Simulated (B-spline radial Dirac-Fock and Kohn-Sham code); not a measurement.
Relativistic shifts of the levels of Ce⁵⁺

System: Ce⁵⁺, [Kr] 4d10 5s2 5p5.

Both columns are ΔSCF binding energies of the configuration average from a radial finite-basis atomic code: non-relativistic Hartree-Fock with a point nucleus, and Dirac-Fock with a finite nucleus and the Coulomb interaction alone, averaged over the two j levels with weights 2j+1.

```csv
shell,Hartree-Fock (eV),Dirac-Fock (eV),shift (eV),shift (%)
1s,38722.1,40671.0,+1948.86,+5.03
2s,6157.7,6647.1,+489.44,+7.95
2p,5810.2,5959.0,+148.84,+2.56
3s,1411.3,1520.0,+108.63,+7.70
3p,1260.1,1295.2,+35.05,+2.78
3d,981.7,968.1,-13.59,-1.38
4s,350.0,374.0,+23.95,+6.84
4d,186.2,182.1,-4.09,-2.19
5s,97.37,101.8,+4.46,+4.58
5p,78.30,79.10,+0.80,+1.02
```

Relativity binds 1s, 2s, 2p, 3s, 3p, 4s, 5s, 5p more strongly, among those listed most of all 2s in relative terms, and 3d, 4d more weakly, because the contracted s and p shells screen the nucleus better.

Values without a named source are computed, but for edge energies of neutral atoms, which are taken from tables.
